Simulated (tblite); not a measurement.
Start geometry of `[CH2]CC([SiH3])[SiH3]` [radical] from a force field or distance geometry (Å):
```
atom  x, y, z in Å
C1    -2.266   -0.503   -0.099
C2    -1.167    0.537    0.036
C3     0.154    0.071   -0.535
Si4    0.831   -1.465    0.213
Si5    1.393    1.438   -0.161
H6    -2.861   -0.505    0.867
H7    -1.723   -1.475   -0.207
H8    -1.042    0.862    1.090
H9    -1.457    1.426   -0.541
H10    0.053   -0.091   -1.620
H11    0.915   -2.503   -0.853
H12    0.072   -1.963    1.372
H13    2.211   -1.215    0.652
H14    2.736    0.900   -0.006
H15    1.261    2.392   -1.288
H16    0.882    2.103    1.070
```

**Question.** What comes out of this run: tblite, GFN2-xTB geometry optimisation, gas phase?

**Answer.** 
```
atom  x, y, z in Å
C1    -2.0716   -0.6792   -0.1745
C2    -1.1925    0.4847   -0.0291
C3     0.2645    0.1145   -0.4178
Si4    0.7847   -1.4924    0.4689
Si5    1.4292    1.5926   -0.1296
H6    -2.4582   -1.2017    0.6777
H7    -2.2780   -1.0742   -1.1513
H8    -1.2058    0.8465    1.0006
H9    -1.5182    1.3037   -0.6828
H10    0.2703   -0.1010   -1.4920
H11    0.1069   -2.6603   -0.0986
H12    0.4698   -1.3850    1.8942
H13    2.2302   -1.6750    0.3066
H14    2.7726    1.2607   -0.6044
H15    0.9264    2.7515   -0.8756
H16    1.4621    1.9236    1.2963
```

The energy falls by 91.6 kJ/mol over 130 L-BFGS steps, the largest force on an atom goes from 3.32 to 0.009 eV/Å, and the atoms move by 0.615 Å rms after alignment. The bond that changes most is C3–Si4 (ends: carbon bonded to C, 2 Si and H; silicon bonded to C and 3 H), which lengthens by 0.070 Å. Bonds longer at the end by more than 0.005 Å: 4 of 15; shorter: 9. Among the angles that change most is C2–C1–H7, from 104.6° to 119.8°. Among the dihedrals that turn most is H7–C1–C2–C3, from 22° to -68°. Rotational constants go from 3454, 2375, 1527 to 3544, 2176, 1457 MHz. The orientation of the end geometry is arbitrary; only internal coordinates are fixed.

On one thread, Arm Neoverse V2 (aarch64), no GPU, shared host with 192 logical CPUs at a one-minute load of 21, this took 0.62 s of wall time.

Its GFN2-xTB frequencies are all real (lowest 54 cm⁻¹). 2 starts were optimised and ended at 0.00 and 0.02 kcal/mol (GFN2-xTB); the lowest of these is shown.

One conformer stands for the species.

The numbers are calculated, not measured.
